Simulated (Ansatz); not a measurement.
C5H4N, charge -1, singlet, geometry from GFN2-xTB (a gas-phase anion, which may not be bound at this level). Base run: CCSD(T)/pcseg-1 (Ansatz, a quantum-chemistry and plane-wave program).

The Ansatz input:
Ansatz 0.2 input:
```yaml
crystal:
  periodic: [false, false, false]
  atoms:
    - {symbol: N, position_ang: [-0.01597523, -0.02962172, 1.38373483]}
    - {symbol: C, position_ang: [0.01557545, -0.06582818, -1.36989980]}
    - {symbol: C, position_ang: [-0.00521036, 1.10543325, 0.69612625]}
    - {symbol: C, position_ang: [-0.01054599, -1.15662589, 0.66382466]}
    - {symbol: C, position_ang: [0.00511221, -1.33380566, -0.73772362]}
    - {symbol: C, position_ang: [0.01077742, 1.14303371, -0.68694833]}
    - {symbol: H, position_ang: [0.02830252, -0.02508551, -2.46852276]}
    - {symbol: H, position_ang: [-0.00972220, 2.02524692, 1.29071120]}
    - {symbol: H, position_ang: [-0.02017221, -2.05150868, 1.30507188]}
    - {symbol: H, position_ang: [0.01916619, 2.10545597, -1.20567905]}
basis:
  gaussian:
    orbitals: pcseg-1.json
total_charge: -1
magnetization: {spin_polarized: false}
correlation: {method: ccsd_t}
```
The basis file holds pcseg-1 in the JSON format of the Basis Set Exchange.

Variants of this job, named by their change:

```csv
change,ΔE vs base (kcal/mol),MP2 correlation (Eh),CC correlation without the perturbative part (Eh),basis functions,core-seconds (rough)
base,0.000,-0.81535,-0.84055,104,8
reference functional = pbe0,(withheld),-,(withheld),104,8
accuracy = high,-0.002,-0.81535,-0.84055,104,20
electrons = outside_noble_gas,0.000,-0.81535,-0.84055,104,8
electrons = all,(withheld),(withheld),(withheld),104,10
method = rpa,(withheld),-,-,104,2
lower_state_search = off,0.000,-0.81535,-0.84055,104,6
"fitting = cc-pVTZ-JKFIT (mean field), cc-pVTZ-RIFIT (correlation)",0.071,-0.81527,-0.84052,104,6
method = bccd_t,-0.167,-0.81535,-0.83905,104,10
diis_vectors = 4,0.000,-0.81535,-0.84055,104,8
```

Question: Complete the blanks.

Answer: 
- reference functional = pbe0, ΔE vs base (kcal/mol): 1.28
- reference functional = pbe0, CC correlation without the perturbative part (Eh): -0.85841
- electrons = all, ΔE vs base (kcal/mol): -9.37
- electrons = all, MP2 correlation (Eh): -0.83115
- electrons = all, CC correlation without the perturbative part (Eh): -0.85519
- method = rpa, ΔE vs base (kcal/mol): -7.34

A gas-phase anion may not be bound at this level; its values then depend on the basis.
